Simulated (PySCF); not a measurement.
Ge(H)(F)(OH)2 (FGeH3O2), SMILES [OH][GeH]([OH])[F]. Geometry: PBE-D3(BJ)/def2-SVP. One conformer was computed; it need not be the lowest.

The numbers are results of PBE-D3(BJ)/def2-SVP (PySCF), not measurements.

Harmonic wavenumbers (cm⁻¹): 125, 194, 216, 257, 307, 673, 684, 699, 705, 728, 888, 908, 2159, 3719, 3721. Rotational constants (GHz): 5.848, 5.310, 3.449; symmetry number 1.

Problem. Work out the zero-point energy and the ideal-gas rigid-rotor harmonic-oscillator thermochemistry at 298.15 K and 1 atm.

Solution. ZPE = ½ Σ hcν = ½ × 15983 cm⁻¹ = 22.85 kcal/mol. H − E(el) = 27.33 kcal/mol. Entropy in cal/(mol K): translation 40.42, rotation 25.51, vibration 12.08, total 78.02. G − E(el) = 4.07 kcal/mol. Cp = 22.13 cal/(mol K). Modes under 150 cm⁻¹ make the vibrational entropy uncertain.
